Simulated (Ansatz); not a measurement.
```xyz
18

C    -2.225   -0.513   -0.080
C    -1.415    0.608    0.562
C    -0.190    0.953   -0.259
O    -0.232    1.874   -1.056
N     0.929    0.189   -0.104
C     2.091    0.475   -0.909
C     1.055   -0.949    0.766
H    -2.491   -0.248   -1.105
H    -1.670   -1.454   -0.112
H    -3.150   -0.689    0.474
H    -1.162    0.361    1.596
H    -2.007    1.523    0.583
H     2.321   -0.368   -1.570
H     1.888    1.359   -1.509
H     2.962    0.656   -0.271
H     1.891   -0.810    1.462
H     1.253   -1.859    0.187
H     0.153   -1.109    1.347
```

Charge 0, multiplicity 1.

Q: List the PBE0/def2-TZVPP orbital energies in eV (Ansatz 0.2.0). (An estimate is asked.)

A: The calculation gave: Occupied: -521.28, -392.26, -280.59, -279.21, -278.75, -278.31, -278.12, -28.88, -26.25, -21.99, -20.37, -19.59, -17.85, -15.36, -14.08, -13.54, -13.48, -12.24, -11.98, -11.45, -11.39, -11.24, -10.70, -10.34, -9.89, -9.82, -7.05, -6.89. Lowest empty: 0.66, 1.08, 1.89, 2.26, 2.27, 2.58, 3.01, 3.17.
